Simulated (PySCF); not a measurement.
Species: CH11O2PSi3.
Z-matrix (Å and degrees, GFN2-xTB geometry), rows numbered from 1:
```
C 
Si  1  1.9003
P   2  2.2451  1  108.50
O   2  1.6238  1  112.57  3  -114.89
Si  4  1.6171  2  153.86  1   -15.64
O   5  1.6147  4  110.78  2   -22.51
Si  6  1.6181  5  159.43  4    -4.41
H   1  1.0859  2  110.98  3   175.09
H   1  1.0872  2  110.87  3    55.48
H   1  1.0861  2  111.56  3   -64.43
H   2  1.4706  1  111.05  3   128.76
H   3  1.3850  2   94.86  1    73.06
H   3  1.3851  2   95.28  1   166.18
H   5  1.4545  4  107.99  2    93.99
H   5  1.4546  4  105.37  2  -138.48
H   7  1.4631  6  107.60  5    82.85
H   7  1.4601  6  104.49  5  -157.61
H   7  1.4640  6  109.14  5   -37.51
```

Computed with PySCF, TDDFT B3LYP/def2-SVPD, vertical, gas phase, core orbitals frozen in the response.

Frontier orbitals with the atoms that hold most of them (Löwdin shares over 4%, at most four atoms; ? is withheld):

```csv
orbital,ε (eV),atoms
HOMO-3,-8.81,"O6 20%, O4 17%, Si7 11%, H16 9%"
HOMO-2,-8.37,"P3 25%, O4 16%, C1 14%, Si2 11%"
HOMO-1,-8.15,?
HOMO,-7.12,?
LUMO,-0.26,"Si7 24%, Si5 13%, H18 9%, H16 7%"
LUMO+1,0.09,"Si7 16%, P3 13%, Si2 13%, Si5 8%"
LUMO+2,0.26,"P3 22%, Si2 13%, C1 12%, H13 8%"
```

Task: Which atoms hold the HOMO, and with what shares?

Result: P3 (bonded to Si and 2 H) 60%; Si2 (bonded to C, O, P and H) 15%; H13 (bonded to P) 6%; H12 (bonded to P) 6%. By element: phosphorus 60%, silicon 15% or more, hydrogen 12% or more.

Task: Give the leading atoms of the HOMO-1.

Result: O4 (bonded to 2 Si) 18%; O6 (bonded to 2 Si) 14%; Si5 (bonded to 2 O and 2 H) 14%; H14 (bonded to Si) 10%. By element: oxygen 32%, silicon 14% or more, hydrogen 10% or more.

Task: The HOMO–LUMO gap is 6.85 eV. Where does the response calculation put the lowest singlet, and from which orbitals?

Result: S1 is at 6.24 eV (f = 0.021), 0.62 eV below the gap, made of HOMO→LUMO (83%), HOMO→LUMO+1 (10%). Without the coupling terms of the response equations the lowest excitation would equal the gap.

Task: Give energy, strength and leading configuration of S1 and S3, and follow the Löwdin shares of the leading atoms from the occupied to the empty orbital.

Result: 
- S1 (6.24 eV, f 0.021), HOMO→LUMO (83%): P3 60% → at most 8%, Si2 15% → at most 8%, Si7 at most 7% → 24%, Si5 at most 7% → 13%
- S3 (6.56 eV, f 0.013), HOMO→LUMO+1 (75%): P3 60% → 13%, Si2 15% → 13%, Si7 at most 7% → 16%

One conformer stands for the species.
